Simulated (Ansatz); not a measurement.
Sr₂O₃⁻. Charge -1, multiplicity 2. Geometry PBE0-D4/def2-SVPD, basis def2-TZVPD, Ansatz.

```xyz
5

Sr    0.513    1.329    1.956
Sr   -0.183   -0.475   -0.700
O     0.435   -0.779    1.502
O    -0.061    1.744   -0.082
O    -0.704   -1.818   -2.676
```

```csv
run,HOMO (eV),LUMO (eV)
A,-0.03,1.40
B,-0.95,1.33
C,0.12,0.73
D,-1.07,1.56
E,-0.69,1.27
```

In the def2 sets Sr takes a core potential; there is no spin–orbit coupling. B3LYP takes the VWN-RPA correlation. HSE06 is defined as in plane-wave codes, on full-range PBE exchange. Another isomer (doublet) lies 0.22 eV lower at PBE0-D4/def2-TZVPD; other spin states weren't run for this one.

HOMO and LUMO are taken over both spins.

Problem. The runs used B3LYP, HSE06, PBE, PBE0, r2SCAN. Estimate which is which.

Solution. A r2SCAN (0 % exact exchange); B B3LYP (20 % exact exchange); C PBE (0 % exact exchange); D PBE0 (25 % exact exchange); E HSE06 (range-separated). Exact exchange lowers occupied and raises empty levels; among semilocal functionals meta-GGAs tend to open the gap a little, and such runs are hard to tell apart. The gap grows from 0.61 eV (PBE) to 2.63 eV (PBE0). At PBE-D4/def2-TZVPD the highest occupied level of the charge -1 doublet lies above zero (up to 0.12 eV). The electron is either unbound and held by the finite basis, or the level is raised by self-interaction error.
